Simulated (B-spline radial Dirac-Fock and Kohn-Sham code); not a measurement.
## Dipole and non-dipole photoemission parameters of P 1s

System: atomic phosphorus, [Ne] 3s2 3p3; threshold 2145.5 eV (tabulated edge). Level of theory: Dirac-Hartree-Slater photoionisation with a Latter tail; cross sections with all multipoles, angular parameters from the dipole term and its interference with E2; a radial B-spline solver.

| hν (eV) | σ (kb) | β | γ |
| --- | --- | --- | --- |
| 2310 | 104 | 2.000 | -0.007 |
| 2940 | 56.2 | 2.000 | 0.413 |
| 3930 | 26.2 | 2.000 | 0.782 |
| 4000 | ? | ? | ? |
| 4090 | 23.6 | 2.000 | 0.830 |
| 4740 | 15.8 | 2.000 | 1.005 |
| 5300 | 11.6 | 2.000 | 1.139 |
| 5414.7 | 10.9 | 2.000 | 1.165 |
| 6000 | 8.20 | 2.000 | 1.290 |
| 6330 | 7.05 | 2.000 | 1.356 |
| 6360 | 6.96 | 2.000 | 1.362 |
| 9251.7 | 2.37 | 2.000 | 1.847 |
| 9660 | 2.09 | 2.000 | 1.907 |
| 11100 | 1.39 | 2.000 | 2.105 |

Q: Give the values at 4000 eV.

A: σ = 25.0 kb, β = 2.000, γ = 0.803. For an s subshell δ is negligible.

Values without a named source are computed, but for edge energies of neutral atoms, which are taken from tables.
